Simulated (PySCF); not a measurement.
Gas-phase reaction: 3 SnH3F + 2 N + 3 F2 = 3 SnHF3 + 2 NH3

Energies from PySCF, thermal terms from the rigid-rotor harmonic-oscillator model, ideal gas at 1 bar. † marks an energy on the PBE0/def2-TZVP geometry and frequencies; other levels use their own. CCSD(T) freezes the core. Open shells (unrestricted): N (multiplicity 4); the rest are closed-shell singlets. B3LYP is the form with VWN-RPA correlation. Sn: scalar-relativistic def2 core potential, no spin-orbit coupling. SnH3F, SnHF3: computed as isolated molecules; such fragments, hydroxides, amides, oligomers or adducts are transient or little studied in the gas. CCSD(T) isn't extrapolated to the basis-set limit; its ΔH°(298 K) is -2668.9 kJ in def2-SVP and -2822.7 kJ in def2-TZVPP. The harmonic model lacks anharmonicity and excited electronic states, which grow with temperature; levels with a mode under 35 cm⁻¹ are left out.

```tsv
level	ΔE electronic, kJ	ΔH°(298 K), kJ	ΔS°(298 K), J/K	ΔG°(2500 K), kJ
B3LYP/def2-TZVP†	-2957	-2874	-384	-1882
BLYP/def2-TZVP†	-2930	-2846	-384	-1855
CCSD(T)/def2-SVP†	-2752	-2669	-384	-1677
CCSD(T)/def2-TZVPP†	-2906	-2823	-384	-1831
HF/def2-TZVP†	-2582	-2499	-384	-1507
PBE/def2-SVP	-2864	-2782	-379	-1800
PBE0/def2-QZVP†	-3012	-2929	-384	-1937
PBE0/def2-SVP†	-2843	-2760	-384	-1768
PBE0/def2-TZVP	-2967	-2884	-384	-1893
ωB97M-V/def2-TZVP†	-2986	-2903	-384	-1911
```
ΔH° is lowest at PBE0/def2-QZVP† and highest at HF/def2-TZVP†. No reference value is set beside these.
